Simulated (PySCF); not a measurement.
Isomers of Si5H12, from PBE0-D3(BJ)/def2-SVP geometry optimisation, gas phase (PySCF 2.14.0). One conformer each, no zero-point energy, no frequencies.

**Question.** Which is lowest in electronic energy at this level?
A. `[SiH3][Si]([SiH3])([SiH3])[SiH3]`: A = 1033, B = 1029, C = 1025 MHz, dipole 0.02 D
B. `[SiH3:1][SiH2:2][SiH:3]([SiH3:4])[SiH3:5]` with Si1–Si2–Si3–Si4 -178°: A = 1831, B = 784.0, C = 589.9 MHz, dipole 0.10 D
C. `[SiH3:1][SiH2:2][SiH2:3][SiH2:4][SiH3:5]` with Si1–Si2–Si3–Si4 87°, Si2–Si3–Si4–Si5 -49°: A = 1628, B = 880.3, C = 637.9 MHz, dipole 0.09 D

**Answer.** A. That is `[SiH3][Si]([SiH3])([SiH3])[SiH3]`, 3.2 kcal/mol below the next.

```csv
SMILES,mapped SMILES,E (Eh),relative (kcal/mol),relative (kJ/mol),dipole (D)
[SiH3][Si]([SiH3])([SiH3])[SiH3],[SiH3:1][Si:2]([SiH3:3])([SiH3:4])[SiH3:5],-1453.61027,0.0,0.0,0.02
[SiH3][SiH2][SiH]([SiH3])[SiH3],[SiH3:1][SiH2:2][SiH:3]([SiH3:4])[SiH3:5],-1453.60511,3.2,13.5,0.10
[SiH3][SiH2][SiH2][SiH2][SiH3],[SiH3:1][SiH2:2][SiH2:3][SiH2:4][SiH3:5],-1453.60259,4.8,20.2,0.09
```
